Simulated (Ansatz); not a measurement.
Correlation energies of C2H6BClS (`CCB(S)Cl`) by basis set

```xyz
11

C    -1.258    0.181    0.803
C    -0.327    0.030   -0.397
B     1.204    0.151   -0.098
S     2.488   -0.747   -0.968
Cl    1.792    1.272    1.130
H    -1.098    1.134    1.310
H    -2.305    0.134    0.496
H    -1.090   -0.612    1.536
H    -0.544    0.825   -1.126
H    -0.533   -0.906   -0.925
H     1.669   -1.460   -1.760
```

Total charge 0; spin multiplicity 1. Geometry: relaxed with PBE0-D4/def2-TZVP. It is one conformer, not always the lowest. Frozen core, restricted reference, Ansatz. CBS rows extrapolate triple and quadruple zeta; past MP2 they add the triple-zeta difference.

```tsv
basis	HF (Eh)	MP2 corr.
def2-SVP	-960.68571	-0.63769
def2-TZVPP	-961.08936	-0.81836
def2-QZVPP	-961.11777	-0.88180
```

(1) Estimate the CCSD correlation energy and the (T) correction in each basis where they were run (hartree).

Answers

(1) 
```tsv
basis	CCSD corr.	(T)
def2-SVP	-0.69914	-0.02067
def2-TZVPP	-0.87839	-0.03839
CBS(def2)	-0.98881	as TZ
```
